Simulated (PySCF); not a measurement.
Ga(F)2(SH) (F2GaHS), SMILES [Ga]([F])([SH])[F].

Coordinates come from a r2SCAN-D4/def2-SVP optimisation. One conformer was computed; it need not be the lowest.

Level of theory: TDDFT-M06-2X/def2-SVPD (PySCF).

Vertical excitations. The molecule is in vacuum. State labels are in the subgroup Cs.

```
state  symmetry  energy (eV)  λ (nm)      f                                                             main pairs
-----  --------  -----------  ------  -----  ---------------------------------------------------------------------
S1           A"         5.55     223  0.033                                                         HOMO→LUMO 90 %
S2           A'         6.57     189  0.010                                     HOMO→LUMO+1 78 %, HOMO−1→LUMO 17 %
S3           A"         6.60     188  0.012                                                       HOMO→LUMO+2 84 %
S4           A'         7.84     158  0.481                                     HOMO−1→LUMO 75 %, HOMO→LUMO+1 14 %
S5           A"         7.88     157  0.010                                                     HOMO−1→LUMO+1 92 %
S6           A"         8.25     150  0.014                   HOMO→LUMO+3 49 %, HOMO→LUMO+7 12 %, HOMO→LUMO+4 12 %
S7           A"         8.49     146  0.002  HOMO→LUMO+3 32 %, HOMO→LUMO+4 29 %, HOMO→LUMO+7 14 %, HOMO→LUMO+8 7 %
S8           A'         8.51     146  0.011                 HOMO−2→LUMO 50 %, HOMO−3→LUMO 18 %, HOMO−1→LUMO+2 15 %
S9           A'         8.65     143  0.087                                   HOMO−1→LUMO+2 63 %, HOMO−2→LUMO 15 %
S10          A"         8.66     143  0.000                                                       HOMO−4→LUMO 74 %
T1           A"         5.23     237      0                                                         HOMO→LUMO 88 %
T2           A'         5.94     209      0                                                       HOMO→LUMO+1 91 %
T3           A"         6.24     199      0                                                       HOMO→LUMO+2 80 %
T4           A'         6.58     188      0                                                       HOMO−1→LUMO 80 %
```
Triplets are in the Tamm–Dancoff approximation, which puts them higher than full response would, so one can lie above its singlet here.
